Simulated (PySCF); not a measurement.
CH8O4Si3.
SMILES with atom numbers: `[CH3:1][O:2][SiH:3]1[O:4][SiH2:5][O:6][SiH2:7][O:8]1`

Structure used (GFN2-xTB), in Å, numbered top down from 1:
```
atom  x, y, z in Å
C1     2.9931   -0.1921    0.5461
O2     1.7779    0.4631    0.7610
Si3    0.5142    0.4852   -0.2302
O4    -0.5300    1.4744    0.5025
Si5   -2.1214    1.2833    0.7507
O6    -2.5557   -0.2228    0.3209
Si7   -1.6746   -1.4781   -0.2130
O8    -0.1353   -0.9948   -0.4105
H9     2.8330   -1.2366    0.2727
H10    3.5706   -0.1383    1.4694
H11    3.5467    0.2987   -0.2575
H12    0.7701    0.9836   -1.5726
H13   -2.3344    1.4117    2.1816
H14   -2.8090    2.1799   -0.1646
H15   -2.1897   -1.8163   -1.5300
H16   -1.6632   -2.4921    0.8294
```

Probes without a nucleus sit at each ring's centroid and 1 Å off its mean plane on both sides; NICS is minus the shielding there, NICSzz its component along the normal. Level: GIAO PBE0/pcSseg-1 (PySCF, non-relativistic, gas phase) on the GFN2-xTB geometry, one conformer.

Ring bond lengths (Å), with Mayer bond orders in brackets: Si3–O4 1.614 (0.96), O4–Si5 1.622 (0.95), Si5–O6 1.625 (0.93), O6–Si7 1.624 (0.94), Si7–O8 1.625 (0.94), O8–Si3 1.626 (0.92).

What do the NICS probes read (ppm)?

```csv
ring,type,NICS(0),"NICS(1), two faces","NICS(1)zz, two faces",rms pucker (Å),"centre to ring atoms, mean (Å)"
Si3–O4–Si5–O6–Si7–O8,6-membered ring with 3 O and 3 Si; formal bonds all single,-2.6,-0.5 / -0.2,2.3 / 3.6,0.05,1.61
```

What do they say, and how far can they be read as aromaticity?

- Si3–O4–Si5–O6–Si7–O8: mean NICS(1)zz 3.0 ppm, near zero. Si3, Si5, Si7 have four or more neighbours; no verdict on aromaticity is drawn.
